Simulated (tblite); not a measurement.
Species: C₆H₉N₃S.
Structure used (GFN2-xTB), in Å, numbered top down from 1:
```
atom  x, y, z in Å
C1     2.9970   -1.3211   -0.3156
C2     2.5517   -0.0831   -0.4731
N3     1.2315    0.2762   -0.2904
N4     0.8170    1.5218   -0.4551
C5    -0.4767    1.5058   -0.2045
C6    -1.3629    2.6890   -0.2668
C7    -0.8183    0.1668    0.1238
S8    -2.3852   -0.4481    0.5443
C9    -1.9556   -2.1907    0.8043
N10    0.2760   -0.5743    0.0595
H11    2.3296   -2.1152   -0.0323
H12    4.0322   -1.5616   -0.4670
H13    3.1677    0.7571   -0.7557
H14   -2.1542    2.5228   -0.9966
H15   -0.7848    3.5642   -0.5476
H16   -1.8316    2.8545    0.7024
H17   -1.5504   -2.5955   -0.1174
H18   -1.2206   -2.2578    1.5999
H19   -2.8722   -2.7015    1.0806
```

Calculated harmonic vibrations of the isolated species, GFN2-xTB (tblite), most abundant isotopes, no scaling. Against measured fundamentals such values can be off by several per cent, at times by over 20. One conformer, not necessarily the lowest.

Problem. How many normal modes are there?

Solution. 19 atoms, non-linear: 3N − 6 = 51.

Problem. What is the point group of the computed structure, and how do the modes divide by symmetry?

Solution. Cs. The vibrations span 33 a′ + 18 a″.

Problem. How many distinct wavenumbers does the calculation give?

Solution. 51: Cs has no degenerate species.

Problem. How many fundamentals are allowed in the infrared by symmetry?

Solution. 51 of 51: in Cs every mode is allowed. All fundamentals are allowed in the Raman spectrum.

Problem. How large is the harmonic zero-point energy?

Solution. ½Σν̃ = 31721 cm⁻¹ = 90.7 kcal/mol (51 modes); those above 1550 cm⁻¹ give 44.1 kcal/mol of it.

Problem. What thermal excitation has the softest real mode at 200 K?

Solution. 51.1 cm⁻¹ is a vibrational temperature θ of 74 K. The population of v = 1 over v = 0 is exp(−θ/T) = 0.69, and the mean quantum number is 2.3.
